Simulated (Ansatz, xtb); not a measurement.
**Two structures of Cl2GaH6NSi2**

We compare I, a singlet given by its coordinates, with II, a singlet given by its coordinates. Both are isolated molecules in the gas phase, relaxed with PBE0-D4/def2-SVP.

I (Å):

```yaml
atoms:
  - { symbol: Cl, position_ang: [-0.9650, 0.5753, 2.3465] }
  - { symbol: Cl, position_ang: [2.5640, 1.4332, 2.6881] }
  - { symbol: Ga, position_ang: [1.5272, -0.4138, 2.1437] }
  - { symbol: N, position_ang: [-0.0727, 0.5580, -0.6100] }
  - { symbol: Si, position_ang: [-0.7642, 1.6498, 0.5099] }
  - { symbol: Si, position_ang: [1.2563, -0.5601, -0.2527] }
  - { symbol: H, position_ang: [-2.1343, 2.0457, 0.0939] }
  - { symbol: H, position_ang: [0.0722, 2.8096, 0.8981] }
  - { symbol: H, position_ang: [-0.5716, 0.4321, -1.4868] }
  - { symbol: H, position_ang: [0.8504, -1.9163, -0.7431] }
  - { symbol: H, position_ang: [2.4974, -0.1778, -0.9978] }
  - { symbol: H, position_ang: [1.4161, -1.4757, 3.2835] }
```

Close contacts (Å): Cl1–Ga3 2.69, Cl1–Si5 2.14, Cl2–Ga3 2.19, Ga3–Si6 2.42, N4–Si5 1.71, N4–Si6 1.77, Ga3–H12 1.56, N4–H9 1.02, Si5–H7 1.49, Si5–H8 1.48, Si6–H10 1.50, Si6–H11 1.50.

II (Å):

```xyz
12

Cl    2.3947   -1.5150   -0.2036
Cl    3.2826    1.8102    1.4502
Ga    1.8716    0.2090    1.7648
N     0.3226    0.3721    0.6789
Si   -0.9198    1.5474    1.0258
Si    0.5067   -0.6330   -0.6858
H    -0.8489    2.7436    0.1312
H    -0.7376    1.9930    2.4412
H    -2.2795    0.9412    0.8722
H     0.6896    0.0345   -2.0035
H    -0.4511   -1.7649   -0.8150
H     1.9498   -0.6664    3.0412
```

Close contacts (Å): Cl1–Ga3 2.67, Cl1–Si6 2.14, Cl2–Ga3 2.16, Ga3–N4 1.90, Ga3–Si6 2.93, N4–Si5 1.75, N4–Si6 1.70, Ga3–H12 1.55, Si5–H7 1.50, Si5–H8 1.50, Si5–H9 1.50, Si6–H10 1.49, Si6–H11 1.49.

Q: Estimate E(II) − E(I) at the level CCSD(T)/def2-SVP + ΔMP2/def2-TZVPP.

A: Calculated at CCSD(T)/def2-SVP + ΔMP2/def2-TZVPP: E(II) − E(I) = −6.8 kcal/mol, so structure II lies lower.

The same difference at several levels:

| level | geometry | E(II) − E(I) (kcal/mol) | departure from the last row (kcal/mol) | job, with rough time for the two |
| --- | --- | --- | --- | --- |
| PBE0-D4/def2-SVP | PBE0-D4/def2-SVP | −1.6 | +5.2 | optimisation, 3.9 min |
| HF/def2-SVP | PBE0-D4/def2-SVP | −9.8 | −3.0 | part of the CCSD(T) run |
| MP2/def2-SVP | PBE0-D4/def2-SVP | −10.0 | −3.1 | part of the CCSD(T) run |
| CCSD(T)/def2-SVP | PBE0-D4/def2-SVP | −8.7 | −1.9 | single point |
| CCSD(T)/def2-SVP + ΔMP2/def2-TZVPP | PBE0-D4/def2-SVP | −6.8 |  | single point, 2.3 min |

The levels shown agree on the order. The largest departure from CCSD(T)/def2-SVP + ΔMP2/def2-TZVPP is that of PBE0-D4/def2-SVP, 5.2 kcal/mol. Levels run at GFN2-xTB geometries aren't shown. The last row adds to CCSD(T) the change of the MP2 difference between the two basis sets, here +1.9 kcal/mol.

With thermal terms from frequencies at re-optimised GFN2-xTB minima (ideal gas, soft modes damped towards free rotors, one conformer each, 298.15 K, 1 atm): the zero-point term adds −1.7 kcal/mol; ΔH is −8.3 and ΔG −9.0 kcal/mol.

The correlated steps freeze 30 core orbitals; the filled d shell of Ga is correlated, in a basis made for valence electrons. Codes used: Ansatz 0.2.0, xtb 6.7.1; the last row on 2 threads of Arm Neoverse V1 on a shared host.
